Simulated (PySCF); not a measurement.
# Vibration and rotation of ZnBr

HSE06 constants of ZnBr, ²Σ⁺ (doublet), unpaired electrons σ ↑ (PySCF, no relativity, basis sets Zn pcseg-1, Br pcseg-1; masses 63.9291 and 78.9183 u):

| Property | Result |
| --- | --- |
| ωe | 273.7 cm⁻¹ |
| ωexe | 1.09 cm⁻¹ |
| Be | 0.088944 cm⁻¹ |
| αe | 0.000441 cm⁻¹ |
| D (centrifugal) | 3.76e-08 cm⁻¹ |
| De to Zn + Br | 1.89 eV |

Task: Give the vibrational terms G(v) and spacings up to v = 6.

Result: G(v) = ωe(v+½) − ωexe(v+½)².

```
v  G(v) (cm⁻¹)  G(v) − G(v−1)  Bv (cm⁻¹)
0        136.6                   0.08872
1        408.1          271.5    0.08828
2        677.4          269.3    0.08784
3        944.6          267.2    0.08740
4       1209.6          265.0    0.08696
5       1472.4          262.8    0.08652
6       1733.0          260.6    0.08608
```

Task: How well does the Morse estimate ωe²/(4ωexe) reproduce De, and what is D0?

Result: It gives 2.13 eV, 113 % of the computed De. D0 = De − G(0) = 1.89 − 0.02 = 1.87 eV.

Spin–orbit coupling is left out. The state was picked by a PBE0 search and need not be the measured ground state.
